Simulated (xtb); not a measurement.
xtb input (GFN2-xTB):

```bash
xtb mol.xyz --gfn 2 --sp --chrg 1 --uhf 0
```
mol.xyz:
```
10

O     -1.49560855    -0.59567793     0.75013524
Si    -0.28776088     0.00936762    -0.11340040
O     -0.56985481     0.62359221    -1.56985009
O      0.24042119    -1.59211449    -0.80788450
S      1.20070881     0.85772649     1.06071779
H     -1.90046292    -0.17674531     1.51640040
H     -0.73587773     1.55154190    -1.76321376
H     -0.01802401    -2.41340526    -0.35518542
H      0.21104696    -1.69426564    -1.77552777
H      1.86096640     1.39170556     0.01444208
```

Output:

```
           -------------------------------------------------
          |                Calculation Setup                |
           -------------------------------------------------

           -------------------------------------------------
          |                 G F N 2 - x T B                 |
           -------------------------------------------------

        Reference                      10.1021/acs.jctc.8b01176
      * Hamiltonian:
        H0-scaling (s, p, d)           1.850000    2.230000    2.230000
        zeta-weighting                 0.500000
      * Dispersion:
        s8                             2.700000
        a1                             0.520000
        a2                             5.000000
        s9                             5.000000
      * Repulsion:
        kExp                           1.500000    1.000000
        rExp                           1.000000
      * Coulomb:
        alpha                          2.000000
        third order                    shell-resolved
        anisotropic                    true
        a3                             3.000000
        a5                             4.000000
        cn-shift                       1.200000
        cn-exp                         4.000000
        max-rad                        5.000000

          ...................................................
          :                      SETUP                      :
          :.................................................:
          :  # basis functions                  37          :
          :  # atomic orbitals                  35          :
          :  # shells                           17          :
          :  # electrons                        32          :
          :  max. iterations                   250          :
          :  Hamiltonian                  GFN2-xTB          :
          :  restarted?                      false          :
          :  GBSA solvation                  false          :
          :  PC potential                    false          :
          :  electronic temp.          300.0000000     K    :
          :  accuracy                    1.0000000          :
          :  -> integral cutoff          0.2500000E+02      :
          :  -> integral neglect         0.1000000E-07      :
          :  -> SCF convergence          0.1000000E-05 Eh   :
          :  -> wf. convergence          0.1000000E-03 e    :
          :  Broyden damping             0.4000000          :
          :  net charge                          1          :
          :  unpaired electrons                  0          :
          ...................................................

 iter      E             dE          RMSdq      gap      omega  full diag
   1    -19.4782634 -0.194783E+02  0.675E+00    6.24       0.0  T
   2    -19.5271856 -0.489222E-01  0.431E+00    5.60       1.0  T
   3    -19.5303894 -0.320378E-02  0.230E+00    5.62       1.0  T
   4    -19.5229153  0.747409E-02  0.188E+00    4.79       1.0  T
   5    -19.5317546 -0.883924E-02  0.839E-01    5.63       1.0  T
   6    -19.5371609 -0.540635E-02  0.294E-01    5.42       1.0  T
   7    -19.5375058 -0.344843E-03  0.118E-01    5.37       1.0  T
   8    -19.5376278 -0.122013E-03  0.292E-02    5.33       1.1  T
   9    -19.5376256  0.221835E-05  0.213E-02    5.32       1.5  T
  10    -19.5376281 -0.257789E-05  0.676E-03    5.32       4.7  T
  11    -19.5376282 -0.309395E-07  0.214E-03    5.32      14.8  T
  12    -19.5376282 -0.286827E-07  0.401E-04    5.32      78.8  T
  13    -19.5376282  0.417490E-09  0.277E-04    5.32     114.0  T

   *** convergence criteria satisfied after 13 iterations ***

         #    Occupation            Energy/Eh            Energy/eV
      -------------------------------------------------------------
         1        2.0000           -1.0184195             -27.7126
       ...           ...                  ...                  ...
        10        2.0000           -0.7201815             -19.5971
        11        2.0000           -0.6934787             -18.8705
        12        2.0000           -0.6885915             -18.7375
        13        2.0000           -0.6618119             -18.0088
        14        2.0000           -0.6484138             -17.6442
        15        2.0000           -0.6105905             -16.6150
        16        2.0000           -0.5546942             -15.0940 (HOMO)
        17                         -0.3590509              -9.7703 (LUMO)
        18                         -0.3499992              -9.5240
        19                         -0.2930448              -7.9742
        20                         -0.2732449              -7.4354
        21                         -0.2470907              -6.7237
       ...                                ...                  ...
        35                          0.7157602              19.4768
      -------------------------------------------------------------
                  HL-Gap            0.1956433 Eh            5.3237 eV
             Fermi-level           -0.4568726 Eh          -12.4321 eV

 SCC (total)                   0 d,  0 h,  0 min,  0.007 sec
 SCC setup                      ...        0 min,  0.000 sec (  1.866%)
 Dispersion                     ...        0 min,  0.000 sec (  0.465%)
 classical contributions        ...        0 min,  0.000 sec (  0.206%)
 integral evaluation            ...        0 min,  0.001 sec ( 14.406%)
 iterations                     ...        0 min,  0.004 sec ( 55.282%)
 molecular gradient             ...        0 min,  0.002 sec ( 26.537%)
 printout                       ...        0 min,  0.000 sec (  1.116%)

         :::::::::::::::::::::::::::::::::::::::::::::::::::::
         ::                     SUMMARY                     ::
         :::::::::::::::::::::::::::::::::::::::::::::::::::::
         :: total energy             -19.418599488542 Eh    ::
         :: gradient norm              0.025333470720 Eh/a0 ::
         :: HOMO-LUMO gap              5.323725726316 eV    ::
         ::.................................................::
         :: SCC energy               -19.537617862129 Eh    ::
         :: -> isotropic ES            0.154181361113 Eh    ::
         :: -> anisotropic ES          0.002636021023 Eh    ::
         :: -> anisotropic XC         -0.000844612683 Eh    ::
         :: -> dispersion             -0.005614882699 Eh    ::
         :: repulsion energy           0.119018373588 Eh    ::
         :: add. restraining           0.000000000000 Eh    ::
         :: total charge               1.000000000000 e     ::
         :::::::::::::::::::::::::::::::::::::::::::::::::::::

           -------------------------------------------------
          |                Property Printout                |
           -------------------------------------------------

    * Orbital Energies and Occupations

         #    Occupation            Energy/Eh            Energy/eV
      -------------------------------------------------------------
         1        2.0000           -1.0184195             -27.7126
       ...           ...                  ...                  ...
         4        2.0000           -0.8725701             -23.7438
         5        2.0000           -0.8332852             -22.6748
         6        2.0000           -0.8287349             -22.5510
         7        2.0000           -0.7779903             -21.1702
         8        2.0000           -0.7629340             -20.7605
         9        2.0000           -0.7337570             -19.9665
        10        2.0000           -0.7201815             -19.5971
        11        2.0000           -0.6934787             -18.8705
        12        2.0000           -0.6885915             -18.7375
        13        2.0000           -0.6618119             -18.0088
        14        2.0000           -0.6484138             -17.6442
        15        2.0000           -0.6105905             -16.6150
        16        2.0000           -0.5546942             -15.0940 (HOMO)
        17                         -0.3590509              -9.7703 (LUMO)
        18                         -0.3499992              -9.5240
        19                         -0.2930448              -7.9742
        20                         -0.2732449              -7.4354
        21                         -0.2470907              -6.7237
        22                         -0.1684907              -4.5849
        23                         -0.1651609              -4.4943
        24                         -0.1568921              -4.2693
        25                         -0.1453174              -3.9543
        26                         -0.0756512              -2.0586
        27                         -0.0627391              -1.7072
       ...                                ...                  ...
        35                          0.7157602              19.4768
      -------------------------------------------------------------
                  HL-Gap            0.1956433 Eh            5.3237 eV
             Fermi-level           -0.4568726 Eh          -12.4321 eV

     #   Z          covCN         q      C6AA      α(0)
     1   8 O        1.575    -0.400    20.899     6.169
     2  14 Si       3.175     0.644   139.565    25.022
     3   8 O        1.575    -0.404    20.970     6.179
     4   8 O        2.358    -0.362    20.067     6.050
     5  16 S        1.802    -0.169   148.184    20.489
     6   1 H        0.807     0.366     0.552     1.167
     7   1 H        0.807     0.362     0.560     1.176
     8   1 H        0.804     0.384     0.515     1.127
     9   1 H        0.804     0.386     0.511     1.122
    10   1 H        0.922     0.192     1.138     1.668

 Mol. C6AA /au·bohr⁶  :       1682.013303
 Mol. C8AA /au·bohr⁸  :      65848.816429
 Mol. α(0) /au        :         70.169632

Wiberg/Mayer (AO) data.
largest (>0.10) Wiberg bond orders for each atom

 ---------------------------------------------------------------------------
     #   Z sym  total        # sym  WBO       # sym  WBO       # sym  WBO
 ---------------------------------------------------------------------------
     1   8 O    2.297 --     2 Si   1.301     6 H    0.845
     2  14 Si   4.365 --     1 O    1.301     3 O    1.279     5 S    1.139
                             4 O    0.588
     3   8 O    2.290 --     2 Si   1.279     7 H    0.848
     4   8 O    2.375 --     8 H    0.840     9 H    0.838     2 Si   0.588
     5  16 S    2.261 --     2 Si   1.139    10 H    0.933
     6   1 H    0.866 --     1 O    0.845
     7   1 H    0.869 --     3 O    0.848
     8   1 H    0.852 --     4 O    0.840
     9   1 H    0.851 --     4 O    0.838
    10   1 H    0.963 --     5 S    0.933
 ---------------------------------------------------------------------------

Topologies differ in total number of bonds
Writing topology from bond orders to xtbtopo.mol

molecular dipole:
                 x           y           z       tot (Debye)
 q only:       -0.332      -0.743      -1.001
   full:       -0.435      -0.886      -1.254       4.055
molecular quadrupole (traceless):
                xx          xy          yy          xz          yz          zz
 q only:       -5.231      -0.878       7.081      -4.059       1.932      -1.850
  q+dip:       -6.364      -1.471       8.408      -5.657       1.254      -2.044
   full:       -6.845      -1.894       9.374      -6.071       1.869      -2.529

           -------------------------------------------------
          | TOTAL ENERGY              -19.418599488542 Eh   |
          | GRADIENT NORM               0.025333470720 Eh/α |
          | HOMO-LUMO GAP               5.323725726316 eV   |
           -------------------------------------------------

------------------------------------------------------------------------
Note: The following floating-point exceptions are signalling: IEEE_UNDERFLOW_FLAG IEEE_DENORMAL
normal termination of xtb
------------------------------------------------------------------------
 total:
 SCF:
```

It need not be the lowest isomer of its formula.
